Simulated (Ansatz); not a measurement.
```yaml
crystal:
  periodic: [false, false, false]
  atoms:
    - {symbol: Mo, position_ang: [0.000264, -0.000248, 0.041455]}
    - {symbol: N, position_ang: [0.006611, -0.012532, 1.665559]}
    - {symbol: Cl, position_ang: [2.182498, 0.009520, -0.577486]}
    - {symbol: Cl, position_ang: [-1.099415, 1.893339, -0.550406]}
    - {symbol: Cl, position_ang: [-1.089958, -1.890089, -0.579112]}
basis:
  gaussian: {orbitals: def2-SVPD}
magnetization: {spin_polarized: true, initial_magnetization: 2}
hamiltonian: {xc: {name: wB97}}
```

```sh
$ ansatz run in.yaml --threads 4 --pin off --events-out ev --progress --plain --max-ram 3916MiB
```

Shortened log:

```
Functional definition: wB97
1309 factors; their error is unknown
451 factors; integrals over basis functions are off by at most 3.6e-5 eV
mean field evaluation 1: about -40896.0398 eV, gradient 3.5e1 eV
mean field evaluation 2: about -40878.4040 eV, gradient 7.5e1 eV
mean field evaluation 4: about -40901.2552 eV, gradient 2.3e0 eV
mean field evaluation 8: about -40901.3593 eV, gradient 2.6e-1 eV
mean field evaluation 16: about -40901.3339 eV, gradient 1.0e-2 eV
mean field evaluation 32: about -40901.3654 eV, gradient 5.6e-1 eV
mean field evaluation 64: about -40901.3334 eV, gradient 1.3e-1 eV
mean field -40901.36764436 eV, -1503.0975369874 hartree, gradient 8.5e-6 eV, S^2 2.021924; 6 other end points of the search recorded, 0 dependent functions left out
reference -40901.36762962 eV, -1503.0975364457 hartree; 37, 35 occupied and 98, 100 virtual orbitals, 1309 factors
Total energy: -40901.36762962 eV, -1503.0975364457 hartree
```

Run time 68 s (4 threads of Arm Neoverse V1 on a shared host), peak host memory 0.64 GiB.

In the def2 sets Mo takes a core potential; there is no spin–orbit coupling.
